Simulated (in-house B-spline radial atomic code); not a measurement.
## Two electrons outside the [Kr] 4d10 core: Tl XXXIV (Tl33+)

Computed with an all-electron radial atomic-structure program (B-spline basis): configuration interaction (CI) of the two valence electrons in the field of the frozen Dirac-Fock core, alone and with many-body perturbation theory for the core (screened one- and two-electron correlation potentials), Breit and QED terms; no-pair Dirac Hamiltonian, finite nucleus. Labels give the configuration (outer n counted up each series) and the leading LS term, or the jj pair where no LS term holds 70 %.

Excitation energies (cm⁻¹):

```tsv
level	purity of the LS term	CI alone	CI + MBPT + Breit + QED
4f2 3H4	0.845	0	0
4f2 3F2	0.799	25765	24486
4f2 3H5	1.0	50920	49965
4f2 (5/2,7/2)4	0.455 (1G)	?	?
4f2 3F3	1.0	?	?
4f2 3H6	0.803	89126	86371
4f2 3P0	0.864	97719	93544
4f2 (5/2,7/2)2	0.423 (1D)	107877	103564
4f2 (7/2,7/2)4	0.57 (3F)	122506	120847
4f2 3P1	1.0	127223	122455
4f2 1I6	0.801	139331	134262
4f2 (7/2,7/2)2	0.57 (3P)	169238	163825
4f2 1S0	0.862	252183	248645
```

Problem. Where does 4f2 3F3 lie?

Solution. 67110 cm⁻¹ in CI alone and 65619 cm⁻¹ with all corrections.

Problem. Where does 4f2 (5/2,7/2)4 lie?

Solution. 65752 cm⁻¹ in CI alone and 64835 cm⁻¹ with all corrections.

Problem. What is the first ionisation energy?

Solution. 1275.2 eV to the 4f5/2 state of the next ion (1267.9 eV from CI alone). NIST lists 1290 ± 60 eV (tabulated theory).
